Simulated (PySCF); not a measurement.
silanone (H₂OSi), SMILES [SiH2]=O.

Geometry optimised at B3LYP-D3(BJ)/def2-TZVP.

Level of theory: PySCF with SMD-ωB97X/6-31G*.

Solvation free energies are E(SMD) − E(gas) at the gas-phase geometry, for 1 M in both phases. In vacuum the dipole moment is 3.60 D.

Computed solvation free energies in water, n-hexane, cyclohexanone:
```csv
solvent,ΔG(solv) (kcal/mol),its non-electrostatic (CDS) part,dipole (D)
water,-8.7,1.1,4.79
n-hexane,-2.9,-0.9,3.85
cyclohexanone,-5.9,-0.8,4.22
```
